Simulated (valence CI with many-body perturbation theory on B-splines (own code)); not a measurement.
**E1 line list for Ag⁴¹⁺**

Method: configuration interaction combined with many-body perturbation theory (CI+MBPT): four valence electrons over a frozen Dirac-Fock core [He], a basis of 11 s, 11 p, 10 d, 8 f, 5 g, 2 h functions for each j, with the one-electron correlation potential Σ1, the two-electron term Σ2, the three-electron term Σ3, Breit, model QED; selected CI, second order for the rest, scaled by the run's own slope (own B-spline code, finite nucleus).

The last digits are not significant, and no measured levels were compared; by estimate large intervals hold to a few tenths of a per cent, small ones and those within an open d or f shell to about a per cent. Among the levels kept, up to 760 cm⁻¹ of a level comes from second order outside the variational space, and about a tenth of that is noise between levels of different J, which matters for small intervals.

Lines 1 to 50 of 550 in falling wavelength, among levels below 4526.5 eV, chosen from the strongest by gf and those to the six lowest levels. Wavelengths and rates use the calculated energies. Electric multipoles are in the length gauge, E1 and E2 with the static RPA response of the core. Weak lines are less certain than strong ones. Lines between different terms over intervals too small for the method are left out, as are lines whose strength nearly cancels. The highest levels of a list are the least certain.

Levels are named by their leading jj configuration (3d3/2^4 stands for four electrons in 3d with j = 3/2), which in mixed levels can hold well under half, so a name can repeat and another be missing. Letters in brackets count levels of one name in rising energy.

| λ vac (Å) | Upper | Lower | A (s⁻¹) | log gf | Branch % |
| --- | --- | --- | --- | --- | --- |
| 270.2 | (2p1/2^2 2p3/2 3p1/2) J=2 | (2p1/2^2 2p3/2 3s) J=2 | 1.50e+09 | -1.09 | 0.0 |
| 260.4 | (2s 2p1/2 2p3/2 3p1/2) J=3 | (2s 2p1/2 2p3/2 3s) J=3 | 1.25e+09 | -1.05 | 0.0 |
| 255.3 | (2s 2p3/2^2 3p1/2) J=3 | (2s 2p3/2^2 3s) J=2 [a] | 1.49e+09 | -0.99 | 0.0 |
| 227.9 | (2s 2p3/2^2 3p1/2) J=2 [b] | (2s 2p3/2^2 3s) J=2 [b] | 2.29e+09 | -1.05 | 0.0 |
| 218.3 | (2s 2p3/2^2 3p1/2) J=2 [a] | (2s 2p3/2^2 3s) J=3 | 2.49e+09 | -1.05 | 0.0 |
| 215.2 | (2s^2 2p3/2 3p1/2) J=2 | (2s^2 2p3/2 3s) J=2 | 2.61e+09 | -1.04 | 0.3 |
| 213.9 | (2s 2p3/2^2 3d5/2) J=4 [a] | (2s 2p3/2^2 3p3/2) J=4 | 1.59e+09 | -1.01 | 0.0 |
| 213.0 | (2s 2p3/2^2 3d5/2) J=4 [a] | (2s 2p3/2^2 3p3/2) J=3 [a] | 1.48e+09 | -1.04 | 0.0 |
| 207.6 | (2s 2p1/2 2p3/2 3d5/2) J=4 [a] | (2s 2p1/2 2p3/2 3p3/2) J=3 [a] | 4.64e+09 | -0.57 | 0.1 |
| 206.6 | (2s 2p1/2 2p3/2 3d5/2) J=5 | (2s 2p1/2 2p3/2 3p3/2) J=4 | 5.09e+09 | -0.45 | 61.8 |
| 205.8 | (2s 2p3/2^2 3p1/2) J=3 | (2s 2p3/2^2 3s) J=3 | 1.88e+09 | -1.08 | 0.0 |
| 205.1 | (2s 2p1/2^2 3d5/2) J=3 | (2s 2p1/2^2 3p3/2) J=2 | 4.38e+09 | -0.71 | 0.0 |
| 204.1 | (2s 2p3/2^2 3d5/2) J=5 | (2s 2p3/2^2 3p3/2) J=4 | 5.15e+09 | -0.45 | 10.3 |
| 203.8 | (2p1/2^2 2p3/2 3d5/2) J=4 | (2p1/2^2 2p3/2 3p3/2) J=3 | 5.89e+09 | -0.48 | 0.9 |
| 203.7 | (2p1/2 2p3/2^2 3p1/2) J=2 [b] | (2p1/2 2p3/2^2 3s) J=3 | 3.57e+09 | -0.95 | 0.0 |
| 202.6 | (2s 2p3/2^2 3d5/2) J=3 [c] | (2s 2p3/2^2 3p3/2) J=2 [c] | 3.77e+09 | -0.79 | 0.0 |
| 200.7 | (2p1/2^2 2p3/2 3d5/2) J=3 | (2p1/2^2 2p3/2 3p3/2) J=2 | 4.09e+09 | -0.76 | 0.0 |
| 200.2 | (2s 2p3/2^2 3d5/2) J=3 [a] | (2s 2p3/2^2 3p3/2) J=2 [a] | 3.13e+09 | -0.88 | 0.0 |
| 198.5 | (2s 2p1/2 2p3/2 3d5/2) J=3 [a] | (2s 2p1/2 2p3/2 3p3/2) J=2 [a] | 1.98e+09 | -1.09 | 0.0 |
| 198.1 | (2s 2p1/2 2p3/2 3d5/2) J=2 [d] | (2s 2p1/2 2p3/2 3p3/2) J=1 [d] | 3.45e+09 | -0.99 | 0.0 |
| 193.8 | (2s 2p3/2^2 3d5/2) J=3 [b] | (2s 2p3/2^2 3p3/2) J=2 [b] | 4.68e+09 | -0.73 | 0.0 |
| 193.4 | (2s 2p1/2 2p3/2 3d5/2) J=2 [c] | (2s 2p1/2 2p3/2 3p3/2) J=1 [c] | 3.49e+09 | -1.01 | 0.0 |
| 192.7 | (2s 2p1/2 2p3/2 3d5/2) J=4 [c] | (2s 2p1/2 2p3/2 3p3/2) J=3 [c] | 6.11e+09 | -0.51 | 0.0 |
| 192.0 | (2s 2p1/2 2p3/2 3d5/2) J=3 [d] | (2s 2p1/2 2p3/2 3p3/2) J=2 [d] | 5.45e+09 | -0.68 | 0.0 |
| 191.8 | (2s 2p1/2 2p3/2 3p1/2) J=2 [b] | (2s 2p1/2 2p3/2 3s) J=3 | 4.34e+09 | -0.92 | 0.0 |
| 189.1 | (2s 2p1/2 2p3/2 3d5/2) J=3 [c] | (2s 2p1/2 2p3/2 3p3/2) J=2 [c] | 5.56e+09 | -0.68 | 0.0 |
| 187.0 | (2s^2 2p1/2 3d5/2) J=3 | (2s^2 2p1/2 3p3/2) J=2 | 6.34e+09 | -0.63 | 0.0 |
| 186.7 | (2s 2p3/2^2 3d5/2) J=4 [b] | (2s 2p3/2^2 3p3/2) J=3 [b] | 5.84e+09 | -0.56 | 0.1 |
| 186.3 | (2s^2 2p3/2 3d5/2) J=4 | (2s^2 2p3/2 3p3/2) J=3 | 5.79e+09 | -0.57 | 50.9 |
| 185.7 | (2s 2p1/2 2p3/2 3d5/2) J=4 [b] | (2s 2p1/2 2p3/2 3p3/2) J=3 [b] | 5.76e+09 | -0.57 | 0.0 |
| 185.6 | (2s 2p3/2^2 3d3/2) J=4 | (2s 2p3/2^2 3p3/2) J=3 [a] | 3.21e+09 | -0.83 | 0.0 |
| 182.4 | (2s 2p1/2 2p3/2 3d5/2) J=3 [b] | (2s 2p1/2 2p3/2 3p3/2) J=2 [b] | 2.74e+09 | -1.02 | 0.0 |
| 180.7 | (2s^2 2p1/2 3d5/2) J=2 | (2s^2 2p1/2 3p3/2) J=1 | 5.42e+09 | -0.88 | 0.0 |
| 180.1 | (2s^2 2p3/2 3d5/2) J=3 | (2s^2 2p3/2 3p3/2) J=2 | 4.42e+09 | -0.82 | 0.0 |
| 179.4 | (2s 2p1/2 2p3/2 3d5/2) J=2 [b] | (2s 2p1/2 2p3/2 3p3/2) J=2 [b] | 3.38e+09 | -1.09 | 0.0 |
| 178.2 | (2s 2p1/2 2p3/2 3d5/2) J=2 [a] | (2s 2p1/2 2p3/2 3p3/2) J=1 [a] | 5.04e+09 | -0.92 | 0.0 |
| 174.1 | (2s 2p1/2^2 3d5/2) J=2 | (2s 2p1/2^2 3p3/2) J=1 | 7.78e+09 | -0.75 | 0.0 |
| 174.1 | (2s 2p3/2^2 3d5/2) J=2 [b] | (2s 2p3/2^2 3p3/2) J=1 [b] | 6.09e+09 | -0.86 | 0.0 |
| 169.3 | (2s 2p1/2 2p3/2 3d3/2) J=3 [b] | (2s 2p1/2 2p3/2 3p3/2) J=2 [a] | 3.06e+09 | -1.04 | 0.0 |
| 169.2 | (2s^2 2p3/2 3d5/2) J=2 | (2s^2 2p3/2 3p3/2) J=1 | 4.04e+09 | -1.06 | 0.0 |
| 146.5 | (2s 2p3/2^2 3d5/2) J=3 [a] | (2s 2p3/2^2 3p3/2) J=3 [a] | 3.79e+09 | -1.07 | 0.0 |
| 139.4 | (2p1/2 2p3/2^2 3p3/2) J=1 [a] | (2p1/2 2p3/2^2 3s) J=2 [c] | 9.48e+09 | -1.08 | 0.0 |
| 139.3 | (2s 2p3/2^2 3p3/2) J=3 [a] | (2s 2p3/2^2 3s) J=2 [a] | 8.41e+09 | -0.77 | 0.0 |
| 136.8 | (2p1/2^2 2p3/2 3p3/2) J=1 | (2p1/2^2 2p3/2 3s) J=1 | 1.66e+10 | -0.86 | 0.0 |
| 135.2 | (2p1/2 2p3/2^2 3p3/2) J=3 [b] | (2p1/2 2p3/2^2 3s) J=2 [c] | 1.20e+10 | -0.64 | 0.0 |
| 135.0 | (2s 2p3/2^2 3p3/2) J=1 [b] | (2s 2p3/2^2 3s) J=0 | 1.14e+10 | -1.03 | 0.0 |
| 134.7 | (2s 2p1/2 2p3/2 3p3/2) J=1 [a] | (2s 2p1/2 2p3/2 3s) J=1 [a] | 1.56e+10 | -0.89 | 0.0 |
| 132.9 | (2s 2p1/2 2p3/2 3p3/2) J=2 [b] | (2s 2p1/2 2p3/2 3s) J=2 [b] | 1.26e+10 | -0.78 | 0.0 |
| 132.4 | (2p1/2 2p3/2^2 3p3/2) J=3 [b] | (2p1/2 2p3/2^2 3s) J=3 | 9.24e+09 | -0.77 | 0.0 |
| 132.0 | (2s 2p1/2 2p3/2 3d3/2) J=2 [d] | (2s 2p1/2 2p3/2 3p1/2) J=1 [c] | 8.13e+09 | -0.97 | 0.0 |

Question: How does gf follow from A for the line at 193.4 Å?

Answer: gf = 1.4992 × (2J+1)_upper × A / σ², with σ = 517020 cm⁻¹ and 2J+1 = 5: gf = 0.0979.
